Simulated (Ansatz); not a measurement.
Computed with Ansatz on PBE0-D4/def2-TZVP structures; ΔE is electronic, products minus reactants. CCSD(T)/CBS adds triple-zeta CCSD(T) − MP2 to the extrapolated MP2 energy (def2 sets, frozen cores). This one scheme is used for every species. DFT in def2-TZVPP. B3LYP here is the variant with VWN-RPA as its local correlation; programs differ in this. Each species was taken in one conformer, which may not be the lowest.

Consider the formal exchange of groups at a C–S bond: `BSCS` + `BOC` → `BOCCS` + `BS`.

```json
{"level": "PBE0-D4", "ΔE (kJ/mol)": "-18.6"}
{"level": "revPBE", "ΔE (kJ/mol)": "-13.3"}
{"level": "PBE0", "ΔE (kJ/mol)": "-19.4"}
{"level": "B3LYP", "ΔE (kJ/mol)": "-19.3"}
{"level": "CCSD/def2-SVP", "ΔE (kJ/mol)": "-37.7"}
{"level": "SCS-MP2/def2-QZVPP", "ΔE (kJ/mol)": "-20.9"}
{"level": "MP2/CBS(def2)", "ΔE (kJ/mol)": "-18.3"}
{"level": "CCSD/CBS(def2)", "ΔE (kJ/mol)": "-24.2"}
```

(1) What does CCSD(T)/CBS give? (An estimate is asked.)

(2) What do rigid-rotor, harmonic-oscillator terms from PBE0-D4/def2-TZVP frequencies (298.15 K, 1 bar) make of the CCSD(T)/CBS value? (An estimate is asked.)

Largest T1 diagnostic among the species: 0.015.

Results:

(1) Computed: -21.7 kJ/mol. The listed levels differ from it by 3.1, 8.4, 2.3, 2.4, -16.0, 0.8, 3.4, -2.5 kJ/mol.

(2) The calculation gave: ΔZPE = -3.1 kJ/mol, ΔH = -25.0 kJ/mol, ΔS = -8 J/(mol·K), ΔG = -22.7 kJ/mol. Modes under 50 cm⁻¹ make the entropy rough.

At CCSD(T), def2-SVP lies −14.4 kJ/mol from the extrapolated value and def2-TZVPP −3.2 kJ/mol. From BLYP to BHLYP (50 % exact exchange), in def2-TZVPP and without D4, ΔE moves by −9.9 kJ/mol. In def2-TZVPP, CCSD(T) changes the Hartree–Fock value by +6.6 kJ/mol (the triples alone add +2.5 kJ/mol) and MP2 by +10.0 kJ/mol.
